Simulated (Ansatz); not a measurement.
Computed with Ansatz on PBE0-D4/def2-TZVP structures; ΔE is electronic, products minus reactants. CCSD(T)/CBS is the MP2 limit (def2-TZVPP, def2-QZVPP) plus CCSD(T) − MP2 in def2-TZVPP, frozen cores. DFT in def2-TZVPP. For As outer-core shells are correlated without core-valence functions, which leaves a few kJ/mol of doubt a bond. Scalar relativity is left out up to krypton. Each species was taken in one conformer, which may not be the lowest.

`CB(O)[SiH]1CO1` + `[AsH3]` → `[AsH2][SiH]1CO1` + `CBO`  (cleavage of the Si–B bond)

```
             level  ΔE (kJ/mol)  difference from CCSD(T)/CBS
            PBE-D4        -43.4                          8.5
         r2SCAN-D4        -47.2                          4.7
            B2PLYP        -51.7                          0.2
              PBE0        -49.0                          2.9
     HF/def2-TZVPP        -56.1                         -4.2
SCS-MP2/def2-TZVPP        -54.2                         -2.3
   CCSD/def2-TZVPP        -49.5                          2.4
     HF/def2-QZVPP        -56.0                         -4.1
    MP2/def2-QZVPP        -58.3                         -6.4
    CCSD/CBS(def2)        -53.0                         -1.1
       CCSD(T)/CBS        -51.9                            0
```

Largest T1 diagnostic among the species: 0.015.

From PBE to PBE0 (25 % exact exchange), in def2-TZVPP and without D4, ΔE moves by −4.3 kJ/mol.
